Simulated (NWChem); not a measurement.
CO[SeH] (CH4OSe), optimised at PBE0/def2-SVP with NWChem:

- highest occupied level (eV) = -6.65
- orbital gap (eV) = 5.80
- dipole (D) = 1.58
- highest harmonic frequency (cm⁻¹) = 3142
- zero-point energy (kcal/mol) = 31.0

All stand in one matching conformer (torsions within 35°), which need not be the lowest. This build's default masses of Se (78.918 u) and Br (79.917 u) are each other's, which moves their modes by up to 0.6 %.

Problem. One O atom is replaced by Be, giving [SeH][Be][CH3] (CH₄BeSe), optimised at the same level. How do these values move?

Solution. 
| quantity | new value | change |
|---|---|---|
| highest occupied level (eV) | -7.09 | -0.44 |
| orbital gap (eV) | 6.58 | +0.78 |
| dipole (D) | 1.07 | -0.51 |
| highest harmonic frequency (cm⁻¹) | 3133 | -9 |
| zero-point energy (kcal/mol) | 27.9 | -3.1 |
